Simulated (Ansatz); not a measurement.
`N=C(S)N[SiH2]F` → C• + F• + 5 H• + 2 N• + S• + Si•  (atomization)

Program: Ansatz. Geometries: PBE0-D4/def2-TZVP. ΔE: electronic, gas phase. CCSD(T)/CBS is the MP2 limit (def2-TZVPP, def2-QZVPP) plus CCSD(T) − MP2 in def2-TZVPP, frozen cores. This one scheme is used for every species, atoms too. Functionals use def2-TZVPP. No spin–orbit coupling; open shells (•) take unrestricted orbitals. Spin–orbit coupling would lower the free atoms: a little for C, F, S, Si. Each species was taken in one conformer, which may not be the lowest.

CCSD(T)/CBS gives +4057.5 kJ/mol.

(1) Another level gave +4059.1 kJ/mol. Which?
A. PBE/def2-TZVPP
B. r2SCAN-D4/def2-TZVPP
C. MP2/def2-TZVPP
D. PBE-D4/def2-TZVPP

Largest T1 diagnostic among the species: 0.014.

Results:

(1) B. r2SCAN-D4 4059.1, PBE 4148.2, MP2/def2-TZVPP 4012.3, PBE-D4 4176.3 kJ/mol.

From PBE to PBE0 (25 % exact exchange), in def2-TZVPP and without D4, ΔE moves by −114.0 kJ/mol: exact exchange takes away binding that semilocal exchange gives to molecules. In def2-TZVPP, CCSD(T) changes the Hartree–Fock value by +1181.3 kJ/mol (the triples alone add +82.4 kJ/mol) and MP2 by +1278.7 kJ/mol; breaking electron pairs costs correlation energy, which Hartree–Fock lacks. The D4 term adds +45.4 kJ/mol with B3LYP and +23.8 kJ/mol with PBE0; it sums over pairs of atoms, weighted by their polarisabilities, and B3LYP, whose exchange is more repulsive, gets the larger term.

B3LYP here is the variant with VWN-RPA as its local correlation; programs differ in this.

For atomizations the MP2-based limit and the directly extrapolated one differ by several kJ/mol either way, and by 10 to 25 for some Ge, Se and Sn compounds, so smaller differences from it don't rank the levels.
